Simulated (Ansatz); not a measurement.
System: C5H6FN, charge 0, multiplicity 1. 
Geometry from a B3LYP-D3(BJ)/def2-TZVP (Ansatz, a quantum-chemistry and plane-wave program) optimisation:
```
N
C 1 1.3616
F 2 1.3364 1 118.83
C 2 1.3656 3 130.25 1 -179.73
H 4 1.0756 2 126.40 3 0.62
C 1 1.3824 2 107.47 3 179.70
C 6 1.3709 1 108.24 2 0.49
H 6 1.0759 7 131.34 4 -179.94
H 7 1.0768 6 125.76 8 -0.56
C 1 1.4476 2 125.73 3 4.13
H 10 1.0881 1 108.86 2 -157.43
H 10 1.0883 11 108.82 1 -119.73
H 10 1.0922 11 109.03 12 -118.51
```
Charge 0, spin multiplicity 1.

Quantity: atomisation energy (electronic, to ground-state atoms), in eV. Valence correlation only, unless marked. Open shells are spin-unrestricted. Spin-orbit coupling is left out. Non-relativistic. The coupled-cluster limit lacks core correlation, which all-electron functionals hold. Basis-set limits of correlation are two-point, X^-3; Hartree-Fock from the larger set.

| level | program | atomisation energy (eV) |
|---|---|---|
| SVWN5/def2-TZVPD | Ansatz | ___ |
| r2SCAN-D3(BJ)/def2-TZVPD | Ansatz + dftd3 | 59.65 |
| PBE0/def2-SVP | Ansatz | 60.96 |
| PBE0-D4/def2-TZVP | Ansatz + dftd4 | ___ |
| HSE06/def2-TZVPD | Ansatz | ___ |
| CAM-B3LYP-D4/def2-TZVPD | Ansatz + dftd4 | 59.72 |
| RPA@PBE/cc-pVTZ | Ansatz | 54.72 |
| RPA@PBE/cc-pVQZ | Ansatz | 55.51 |
| SCS-MP2/aug-cc-pVDZ | Ansatz | 55.82 |
| SCS-MP2/cc-pVDZ | Ansatz | 55.21 |
| CCSD/6-31G* | Ansatz | ___ |
| CCSD(T)/CBS(cc-pVTZ,cc-pVQZ) | Ansatz | 59.13 |

Q: Complete the blanks.

A: 
- SVWN5/def2-TZVPD, atomisation energy (eV): 69.61
- PBE0-D4/def2-TZVP, atomisation energy (eV): 60.26
- HSE06/def2-TZVPD, atomisation energy (eV): 60.09
- CCSD/6-31G*, atomisation energy (eV): 53.69
